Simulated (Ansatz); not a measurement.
(ZnO)n: PBE-D4/def2-TZVP single points in Ansatz on relaxed structures, gas phase. Each cluster is the lowest isomer that a short search found in that spin, judged at the geometry's level, and lower ones may exist. Binding counts from free atoms in the multiplicity of their measured ground term, without zero-point energy. The structures are stationary points that may keep the symmetry of their start.

| species | atoms | state | geometry | HOMO (eV) | LUMO (eV) | gap (eV) | binding per atom (eV) | point group (within 0.1 Å) |
| --- | --- | --- | --- | --- | --- | --- | --- | --- |
| (ZnO)2 ring (Zn2O2) | 4 | singlet | r2SCAN-D4/def2-SVP | -5.55 | -4.32 | 1.24 | 1.98 | D2h |
| Zn10O10 | 20 | singlet | r2SCAN-D4/def2-SVP | -5.46 | -3.95 | 1.50 | 2.97 | – |

Question: Estimate the rows for Zn3O3 (singlet, r2SCAN-D4/def2-SVP geometry).

Answer: 
```tsv
species	atoms	state	geometry	HOMO (eV)	LUMO (eV)	gap (eV)	binding per atom (eV)	point group (within 0.1 Å)
Zn3O3	6	singlet	r2SCAN-D4/def2-SVP	-6.34	-3.50	2.84	2.62	D3h
```

The gap (eV) runs from 1.24 ((ZnO)2 ring) to 2.84 (Zn3O3). The binding per atom (eV) runs from 1.98 ((ZnO)2 ring) to 2.97 (Zn10O10).
